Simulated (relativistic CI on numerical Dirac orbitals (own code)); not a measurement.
**Ti³⁺ in a cubic cluster: 2p photoemission with charge transfer**

Computed with a charge-transfer multiplet model of a cubic metal-ligand cluster with up to 2 ligand holes, Slater and spin-orbit integrals from Dirac-Coulomb-Breit ions, Slater integrals scaled by 0.9. The ground state mixes d1 with configurations of k ligand holes L, whose averages lie at kΔ + k(k − 1)U_dd/2; a core hole lowers each added d electron by U_cd. 300 K, Lorentzian 0.6 eV and Gaussian 0.8 eV FWHM.

Atomic integrals in eV (Slater integrals scaled, ζ unscaled), ground: F2dd 7.400, F4dd 4.602, zeta_d 0.017; with the core hole: F2dd 7.400, F4dd 4.602, zeta_d 0.032, zeta_core 3.741, F2cd 5.699, G1cd 4.259, G3cd 2.418. Where a configuration has fewer than two d electrons, the dd integrals are those of d2.

Cluster parameters (eV): Δ = 6.4, U_dd = 5.5, 10Dq = 1.8, 10Dq(ligand) = 0.6, V(eg) = 2.9, V(t2g) = -1.33, final-state hopping factor = 0.9.

| Case | n_d | d1 | d2L | d3L2 | S |
| --- | --- | --- | --- | --- | --- |
| U_cd = 6.9 eV | 1.44 | 0.61 | 0.35 | 0.04 | 0.50 |
| U_cd = 8.1 eV | 1.44 | 0.61 | 0.35 | 0.04 | 0.50 |
| U_cd = 8.7 eV | 1.44 | 0.61 | 0.35 | 0.04 | 0.50 |

Weights, n_d and S are thermal averages at 300 K. Binding energies count from the first peak over 30 % of the highest in each spectrum, which can be another peak from case to case. The parameters are a model scan and need not match a compound or its usual spin state. Peaks in eV (height, largest 100):
- U_cd = 6.9 eV: 0.0 (100), 5.9 (38), 10.3 (17), 16.4 (7)
- U_cd = 8.1 eV: 0.0 (100), 6.0 (37), 10.7 (22), 16.8 (9)
- U_cd = 8.7 eV: 0.0 (100), 6.0 (37), 10.9 (24), 17.0 (10)

For the case U_cd = 6.9 eV, Δ = 6.4 eV is larger than U_dd = 5.5 eV, the Mott-Hubbard side of the Zaanen-Sawatzky-Allen scheme. With the core hole the configuration with one ligand hole lies at Δ − U_cd = -0.5, -1.7, -2.3 eV from the one without, in the order of the table; where this is negative the screened configuration lies lower, though the effective hopping of about 5.7 eV (from the holes of the mixed ground state) mixes the two strongly wherever it is as large as the gap.
